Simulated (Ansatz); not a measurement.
C3H9AlO can be A, `CC[CH](O)[AlH2]`, or B, `C[CH2][Al]([CH3])[OH]`.

Calculated with Ansatz (gas phase, PBE0-D4/def2-TZVP geometries, no zero-point term in ΔE). CCSD(T)/CBS adds triple-zeta CCSD(T) − MP2 to the extrapolated MP2 energy (def2 sets, frozen cores). DFT in def2-TZVPP. B3LYP here is the variant with VWN-RPA as its local correlation; programs differ in this. Each species was taken in one conformer, which may not be the lowest.

Problem. Which is lower in electronic energy at CCSD(T)/CBS, and by how much? (An estimate is asked.)

Solution. Computed: B, by 69.6 kcal/mol.

Problem. Give E(B) − E(A) in kcal/mol with PBE0-D4, PBE-D4, CCSD(T)/def2-TZVPP, HF/def2-TZVPP, ωB97M-V, B3LYP, r2SCAN-D4. (Best estimate.)

Solution. Ansatz gave: PBE0-D4 -67.5, PBE-D4 -66.9, CCSD(T)/def2-TZVPP -68.7, HF/def2-TZVPP -67.2, ωB97M-V -68.7, B3LYP -69.4, r2SCAN-D4 -70.6. None reverses the order clearly.

Largest T1 diagnostic: 0.011.

In def2-TZVPP, CCSD(T) changes the Hartree–Fock value by −1.6 kcal/mol (the triples alone add +0.1 kcal/mol) and MP2 by −4.5 kcal/mol. The D4 term adds +0.9 kcal/mol with B3LYP and +0.4 kcal/mol with PBE0; it sums over pairs of atoms, weighted by their polarisabilities, and B3LYP, whose exchange is more repulsive, gets the larger term.
